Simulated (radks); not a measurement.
Spherical quantum dot in the effective-mass picture: electrons in a parabolic well V = omega^2 r^2 / 2 with omega = 0.164, all in effective atomic units (hartree* = m*/eps^2 hartree, bohr* = eps/m* bohr), one dielectric constant everywhere. Method: non-relativistic Kohn-Sham, LDA (Slater exchange, Perdew-Wang correlation), spin-polarised, spherical densities; computed with a radial shooting solver with Libxc functionals. Levels are named by radial order and angular momentum (1s, 1p, 1d, 2s, ...), and open shells are averaged over m. Results are scaled to m* = 0.031 and eps = 6.6, for which hartree* = 19.37 meV and bohr* = 11.27 nm.

N = 18, configuration 1s2 1p6 1d10. This is the lowest configuration that the search found. Occupied and some empty levels:

level  occupation  eigenvalue (meV)  <r> (nm)
1s              2            56.094     59.54
1p              6            56.989     71.94
1d             10            58.074     79.54
2s              0            58.481     62.99
1f              0            59.350     85.23
2p              0            60.111     70.53

Energy (meV): total 625.524, kinetic 33.868, external 221.67, Hartree 426.20, exchange-correlation -56.218.

Electron density:

r (nm)  n(r) (e/nm^3)
6.99        2.188e-06
18.7        2.561e-06
30.4        3.317e-06
42.0        4.350e-06
53.7        5.292e-06
65.4        5.580e-06
77.1        4.759e-06
88.8        3.030e-06
100         1.336e-06
112         3.868e-07
124         7.205e-08
136         8.600e-09
147         6.849e-10
